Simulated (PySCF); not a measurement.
**Peak assignment**

Molfile (atoms numbered from 1):
```
C3H10N2OSi2
     RDKit          3D

 18 17  0  0  0  0  0  0  0  0999 V2000
    3.6139   -0.9592    0.0342 C   0  0  0  0  0  0  0  0  0  0  0  0
    2.7209   -0.1458   -0.2813 N   0  0  0  0  0  0  0  0  0  0  0  0
    1.4411    0.6609    0.5273 Si  0  0  0  0  0  4  0  0  0  0  0  0
   -0.4179   -0.1732   -0.5147 Si  0  0  2  0  0  4  0  0  0  0  0  0
   -1.1968    1.1727   -1.2644 N   0  0  0  0  0  0  0  0  0  0  0  0
   -1.2498    1.6354   -2.4234 C   0  0  0  0  0  0  0  0  0  0  0  0
   -1.3559   -0.6130    0.7387 O   0  0  0  0  0  0  0  0  0  0  0  0
   -2.7151   -0.9255    0.6960 C   0  0  0  0  0  0  0  0  0  0  0  0
    4.2782   -1.3493   -0.7341 H   0  0  0  0  0  0  0  0  0  0  0  0
    3.7942   -1.3245    1.0491 H   0  0  0  0  0  0  0  0  0  0  0  0
    1.7473    2.0483    0.1615 H   0  0  0  0  0  0  0  0  0  0  0  0
    1.4238    0.5860    1.9990 H   0  0  0  0  0  0  0  0  0  0  0  0
   -0.2884   -1.3189   -1.4371 H   0  0  0  0  0  0  0  0  0  0  0  0
   -1.7467    2.5885   -2.5926 H   0  0  0  0  0  0  0  0  0  0  0  0
   -0.8298    1.1515   -3.3094 H   0  0  0  0  0  0  0  0  0  0  0  0
   -2.8796   -1.8677    0.1664 H   0  0  0  0  0  0  0  0  0  0  0  0
   -3.2736   -0.1373    0.1872 H   0  0  0  0  0  0  0  0  0  0  0  0
   -3.0747   -1.0225    1.7211 H   0  0  0  0  0  0  0  0  0  0  0  0
  1  2  2  0
  2  3  1  0
  3  4  1  0
  4  5  1  0
  5  6  2  0
  4  7  1  0
  7  8  1  0
  1  9  1  0
  1 10  1  0
  3 11  1  0
  3 12  1  0
  4 13  1  6
  6 14  1  0
  6 15  1  0
  8 16  1  0
  8 17  1  0
  8 18  1  0
M  END
```

Computed data (PySCF 2.14.0 with density-fitted response routines): shielding tensors at PBE0/pcSseg-1 (GIAO), geometry from GFN2-xTB. Single conformer, no solvent, one averaged value for each set of equivalent atoms, no relativistic terms.

Shifts are taken against calculated references (same method and geometry level): TMS for ¹³C and ¹H.

(1) Assign these signals to the numbered atoms. ¹³C{¹H} NMR (computed): δ 173.4, 170.6, 52.8.

(2) Assign these signals to the numbered atoms. ¹H NMR (300 MHz, computed): δ 8.97 (m, 1H), 8.82 (m, 1H), 8.68 (m, 1H), 8.54 (m, 1H), 5.51 (m, 1H), 5.27 (m, 1H), 5.13 (m, 1H), 3.77 (s, 3H).

## Answers

(1) 
```tsv
δ (ppm)	atoms	environment	reason
173.4	C6	C=N carbon	–
170.6	C1	C=N carbon	–
52.8	C8	methyl carbon bonded to O	deshielded by the electronegative neighbour
```

(2) 
| δ (ppm) | atoms | environment | reason |
| --- | --- | --- | --- |
| 8.97 | H15 | hydrogen on a C=N carbon | – |
| 8.82 | H14 | hydrogen on a C=N carbon | – |
| 8.68 | H10 | hydrogen on a C=N carbon | – |
| 8.54 | H9 | hydrogen on a C=N carbon | – |
| 5.51 | H13 | hydrogen on a silicon bonded to N, O, Si | – |
| 5.27 | H12 | hydrogen on a silicon bonded to N, Si | – |
| 5.13 | H11 | hydrogen on a silicon bonded to N, Si | – |
| 3.77 | H16/H17/H18 | hydrogen on a methyl carbon bonded to O | its carbon carries O, which withdraws density |

Shifts are as computed. Against solution values, carbons near 30 ppm lie about +3 ppm off and those near 130 ppm about +5 ppm. Of 1211 compounds with measured shifts, 218 miss one by over three times the rms of a fit or turn the order of signals round; such compounds aren't used in these exercises. Multiplicities follow the n + 1 count of equivalent neighbours, as no J values were calculated; m marks all less simple cases, F and P coupling included.
